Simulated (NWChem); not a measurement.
# Correlation energy of As

SMILES: [As]
```xyz
1

As     0.0000     0.0000     0.0000
```
Charge 0, spin multiplicity 4.

Program: NWChem.

Basis set: def2-QZVP. Each correlation energy counts from its own Hartree-Fock reference.

The Hamiltonian is non-relativistic. The correlated methods keep 9 core orbitals frozen. No SCF solution was tested for a lower state. Open-shell Hartree-Fock references start from PBE0 orbitals. No row is a measurement; the coupled-cluster row has its own basis-set and correlation limits.

Problem. One of these methods gave a correlation energy of -254.0 mHa. Which?
A. SCS-UMP2
B. UMP2
C. CCSD[T] on ROHF
D. CCSD[T] on UHF

Solution. B, UMP2. The others give -230.1 (SCS-UMP2), -261.7 (CCSD[T] on UHF), -263.3 (CCSD[T] on ROHF).
